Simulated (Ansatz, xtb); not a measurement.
## Two isomers of C4H4O3S2

We compare X, `CS(=O)(=O)C(=C=S)C=O`, a singlet, with Y, the triplet with the links of `CSc1oc(=O)oc1S`. Both are isolated molecules in the gas phase, relaxed with r2SCAN-D4/def2-SVP; the shapes shown needn't be the lowest conformers.

X (Å):

```yaml
atoms:
  - { symbol: C, position_ang: [-1.9526, 0.0997, -0.1275] }
  - { symbol: C, position_ang: [0.6549, 0.9023, -0.8609] }
  - { symbol: C, position_ang: [1.5912, 1.4809, -0.1216] }
  - { symbol: C, position_ang: [0.3559, 1.2091, -2.2726] }
  - { symbol: O, position_ang: [-0.1294, -1.6349, -0.9282] }
  - { symbol: O, position_ang: [0.1717, -0.5085, 1.3425] }
  - { symbol: O, position_ang: [-0.5795, 0.7341, -2.8782] }
  - { symbol: S, position_ang: [-0.2587, -0.4693, -0.0558] }
  - { symbol: S, position_ang: [2.6762, 2.1457, 0.7589] }
  - { symbol: H, position_ang: [-2.0432, 1.0114, 0.4766] }
  - { symbol: H, position_ang: [-2.5432, -0.7201, 0.3063] }
  - { symbol: H, position_ang: [-2.2078, 0.2601, -1.1829] }
  - { symbol: H, position_ang: [1.0591, 1.9378, -2.7437] }
```

Y (Å):

```tsv
atom	x (Å)	y (Å)	z (Å)
C	-2.7741	1.4219	0.2351
C	-0.4649	0.4368	-0.7822
C	0.4545	1.3116	-2.6285
C	0.8987	-0.1441	-0.9548
O	-0.5187	1.5057	-1.6950
O	0.5974	1.9440	-3.6220
O	1.2513	0.2622	-2.2380
S	-1.2476	0.5791	0.7464
S	2.1423	0.1392	0.3056
H	-2.5382	2.3951	-0.2152
H	-3.3317	0.7956	-0.4755
H	-3.3631	1.5661	1.1506
H	3.1641	-0.2458	-0.4928
```

Estimate which is lower in electronic energy at CCSD(T)/def2-SVP + ΔMP2/def2-TZVPP, and by roughly how much.

Not settled: CCSD(T)/def2-SVP + ΔMP2/def2-TZVPP gives E(Y) − E(X) = +28.4 kcal/mol, but this leans on the basis-set step: CCSD(T) alone gives −8.6 kcal/mol.

How the difference moves with the method:

```csv
level,geometry,E(Y) − E(X) (kcal/mol),departure from the last row (kcal/mol),"job, with rough time for the two"
r2SCAN-D4/def2-SVP,r2SCAN-D4/def2-SVP,−8.0,−36.4,"optimisation, 3.7 min"
HF/def2-SVP,r2SCAN-D4/def2-SVP,−42.4,−70.8,part of the CCSD(T) run
MP2/def2-SVP,r2SCAN-D4/def2-SVP,+3.7,−24.6,part of the CCSD(T) run
CCSD(T)/def2-SVP,r2SCAN-D4/def2-SVP,−8.6,−37.0,single point
CCSD(T)/def2-SVP + ΔMP2/def2-TZVPP,r2SCAN-D4/def2-SVP,+28.4,,"single point, 6.1 min"
```

As drawn, Y has 1 C–S, 4 C–O, 1 S–H in place of 2 O=S, 1 C=S, 1 C–C, 1 C–H. Structure X has no ring, Y a 5-membered ring.

r2SCAN-D4/def2-SVP, HF/def2-SVP, CCSD(T)/def2-SVP put the two in the other order. The largest departure from CCSD(T)/def2-SVP + ΔMP2/def2-TZVPP is that of HF/def2-SVP, 70.8 kcal/mol. At CCSD(T)/def2-SVP + ΔMP2/def2-TZVPP a singlet with the links of Y lies below this triplet. Levels run at GFN2-xTB geometries aren't shown. The last row adds to CCSD(T) the change of the MP2 difference between the two basis sets, here +37.0 kcal/mol, a large step that makes the value less sure.

With thermal terms from frequencies at re-optimised GFN2-xTB minima (ideal gas, soft modes damped towards free rotors, one conformer each, 298.15 K, 1 atm): the zero-point term adds −1.3 kcal/mol; ΔH is +26.8 and ΔG +27.0 kcal/mol.

Open shells are spin-unrestricted. The correlated steps freeze 17 core orbitals. ΔG holds the spin degeneracy. Programs: Ansatz 0.2.0, xtb 6.7.1; the last row on 4 threads of Arm Neoverse V1 on a shared host.
